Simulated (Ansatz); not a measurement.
C$_{2}$H$_{7}$GaO, SMILES `[CH3][Ga]([CH3])[OH]`, 11 atoms. The species carries charge 0 and has multiplicity 1. Correlated methods include outer-core shells of Ga, which these sets cover unevenly. Scalar relativity is left out up to krypton. All runs use 4 threads of a server CPU on a shared host. Correlated methods freeze the cores.

(1) Give the basis size and wall time and peak host memory of each of these runs in Ansatz. RHF-CCSD(T)/def2-SVP energy; RKS PBE0-D4/def2-SVP energy; RKS B3LYP-D4/def2-TZVPP energy and forces; RKS ωB97M-V/def2-QZVPP energy; RHF-CCSD(T)/def2-TZVPP energy; RKS HSE06-D4/def2-TZVPP energy; RKS SPW92/def2-TZVPP energy; RKS PBE0-D4/def2-QZVPP energy; direct RPA on PBE orbitals/def2-TZVPP energy; RHF-MP2/def2-QZVPP energy; RKS B2PLYP (frozen core)/def2-TZVPP energy; RKS PBE0-D4/def2-TZVP frequencies. (Best estimate.)

Answers

(1) Ansatz gave: Other jobs shared the machine, so times are rough.

| level | job | functions | wall time | peak host memory (GiB) |
| --- | --- | --- | --- | --- |
| RKS PBE0-D4/def2-SVP | energy | 109 | 0.85 s | 0.26 |
| RKS SPW92/def2-TZVPP | energy | 239 | 0.95 s | 0.28 |
| RKS HSE06-D4/def2-TZVPP | energy | 239 | 2.4 s | 0.61 |
| RKS B3LYP-D4/def2-TZVPP | energy and forces | 239 | 3.3 s | 0.64 |
| RKS B2PLYP (frozen core)/def2-TZVPP | energy | 239 | 3.9 s | 0.58 |
| RHF-CCSD(T)/def2-SVP | energy | 109 | 5.5 s | 0.54 |
| direct RPA on PBE orbitals/def2-TZVPP | energy | 239 | 6 s | 0.57 |
| RKS PBE0-D4/def2-QZVPP | energy | 470 | 9.5 s | 1.6 |
| RKS ωB97M-V/def2-QZVPP | energy | 470 | 20 s | 2 |
| RHF-MP2/def2-QZVPP | energy | 470 | 24 s | 2.7 |
| RKS PBE0-D4/def2-TZVP | frequencies | 183 | 2.1 min | 0.46 |
| RHF-CCSD(T)/def2-TZVPP | energy | 239 | 2.3 min | 4.7 |

B3LYP here is the variant with VWN-RPA as its local correlation; programs differ in this. HSE06 is defined as in plane-wave codes.
